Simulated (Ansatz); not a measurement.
Cartesian coordinates in Å:
```
N -2.091 -1.160 -1.019
C -1.125 -0.621 -0.456
F -1.103 -0.594 0.888
S 0.295 0.155 -1.151
Si 1.282 0.711 0.683
F 2.607 1.432 0.165
H -2.019 -1.132 -2.031
H 0.485 1.686 1.452
H 1.668 -0.477 1.469
```

Total charge 0; spin multiplicity 1.

Task: List the r2SCAN/def2-TZVPP orbital energies in eV (Ansatz). (An estimate is asked.)

Result: Ansatz gave: Occupied: -2410.08, -1792.99, -667.70, -666.63, -385.60, -277.61, -214.52, -158.61, -158.49, -158.40, -143.28, -98.20, -98.14, -98.07, -33.48, -31.77, -24.77, -20.48, -16.58, -14.69, -13.90, -13.00, -12.90, -12.01, -11.67, -11.50, -10.34, -9.37, -9.04, -8.85, -7.76, -7.07. Lowest empty: -1.50, -1.27, -0.14, 0.39, 1.04, 1.48, 1.55, 2.99.
